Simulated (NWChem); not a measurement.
Total energies of InO

```xyz
2

In     0.0000     0.0000     0.2729
O      0.0000     0.0000    -1.6713
```
Charge 0, spin multiplicity 2.

Program: NWChem. Structure: optimised with UPBE/def2-SVP with def2 effective core potentials on In, a minimum by its harmonic frequencies.

Basis set: def2-SVP (40 functions).

| method | total energy (Ha) | relative cost |
|---|---|---|
| UHF | -263.96300 | 1 |
| UMP2 | -264.17750 | under 3 |
| UB2PLYP | -264.89678 | under 3 |
| UPBE | -265.16881 | under 3 |
| UB3LYP | -265.30563 | under 3 |
| ULC-wPBE (omega 0.3 per bohr) | -265.19021 | under 3 |

Total energies of different functionals aren't comparable as a measure of quality: only differences taken within one method are. Relative cost: rough, from shared machines, SCF included, UHF = 1.

Effective core potentials replace the inner electrons of In; spin-orbit coupling is left out. The correlated methods keep 5 core orbitals frozen. B3LYP has NWChem's definition, with VWN1-RPA local correlation. GW and range-separated runs recompute their integrals, the others keep them in memory, which bears on the times. The structure started from a generated list of species. The unpaired electrons of the parent sit in orbitals of symmetry a1 (C2v labels of the run); other states weren't searched. The stability of the SCF solutions was not checked. Open-shell Hartree-Fock references start from PBE0 orbitals; any time given for them includes that run.
